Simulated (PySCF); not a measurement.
Excitation energy of Sb by level of theory

Sb [Kr] 4d10 5s2 5p3 (4S) → Sb [Kr] 4d10 5s1 5p4 (4P), as a difference of total energies. All numbers are calculated (PySCF 2.14, scalar relativity through the core potential, in def2-QZVPPD with the def2 core potential (28 electrons) (8s6p5d4f1g, 88 functions)). Correlated levels: valence: 4s2 4p6 4d10 frozen; valence and next inner shell: nothing frozen outside the core potential. The calculations carry no spin-orbit coupling.

| method | excitation energy (cm⁻¹) |
| --- | --- |
| UHF | 59603 |
| LDA | 66033 |
| PBE | 64641 |
| PBE0 | 63860 |
| r2SCAN | 62654 |
| wB97X-V | 64421 |
| B97-3 | 64183 |
| BLYP | 64995 |
| M06-L | 63811 |
| MP2 (valence) | 60114 |
| SCS-MP2 (valence) | 60205 |
| MP2 (valence and next inner shell) | 64571 |
| SCS-MP2 (valence and next inner shell) | 63876 |
